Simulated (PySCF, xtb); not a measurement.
FH7O2Si3, SMILES [SiH3]O[SiH](O[SiH3])F.

GFN2-xTB run with xtb at its own geometry gives an orbital gap of 6.05 eV and a dipole moment of 2.02 D.

Geometry: PBE0-D3(BJ)/def2-SVP. The values are those of a single conformer.

Q: What does PySCF with M06-2X/def2-TZVP give? (The exact figures need the calculation; the answer reports its results.)

A: gap 10.93 eV (levels -10.44 and 0.50 eV), dipole 1.42 D.
